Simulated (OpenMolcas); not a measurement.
## C+, Si+, Ge+: ns² np down the group

```yaml
Program: OpenMolcas 26.06
Method: MS-CASPT2, IPEA 0.25 Eh, imaginary shift 0.1 Eh
Basis: ANO-RCC-VTZP
Scalar_Hamiltonian: DKH2, point nucleus
Spin-orbit_coupling: RASSI with atomic mean-field integrals over the reference wave functions, term energies averaged over their components
```

Active space for each ion: 3 electrons in 8 orbitals (s p s p); closed shells correlated by CASPT2: C+ 1s; Si+ 2s 2p; Ge+ 3d.

Computed levels in cm-1 above ²P°_1/2:

```json
{"Level": "²P°_3/2", "C+": "59.2", "Si+": "263", "Ge+": "1576"}
{"Level": "weight of ²P° in the lowest level (%)", "C+": "100", "Si+": "100", "Ge+": "100"}
```

Measured, with the error of the calculation in %. Measured levels: C+, Si+, Ge+ from NIST Handbook of Basic Atomic Spectroscopic Data.

```csv
Level,C+,Si+,Ge+
²P°_3/2,63.4 (-6.6),287 (-8.3),1767 (-10.8)
```

The fine-structure level ²P°_3/2 changes by a factor of 26.6 from C+ to Ge+.

Over all roots computed the reference weight is 0.89 to 0.99 in Si+, 0.90 to 0.97 in Ge+; the roots of lowest weight are the least certain, and an intruder state may touch them. The run also gave levels led by 2s² 3p, which use shells meant for correlation; these and all levels above them are left out (holds for C+). The run also gave levels led by 3s 3p 4s, 3s² 4p, which use shells meant for correlation; these and all levels above them are left out (holds for Si+). Some high roots are left out of the spin-orbit mixing, which shifts the levels that they would mix with (holds for Ge+). The run also gave levels led by 4s² 5p, 4s² 5s, which use shells meant for correlation; these and all levels above them are left out (holds for Ge+). Measured partners are found by configuration, term and J. A level has none where our copy of the source lacks it or the pairing is in doubt (some pairs that miss far off the trend of their configuration count as doubtful), and it then counts in no deviation. Levels of configurations outside the active space are missing.

° marks odd parity.
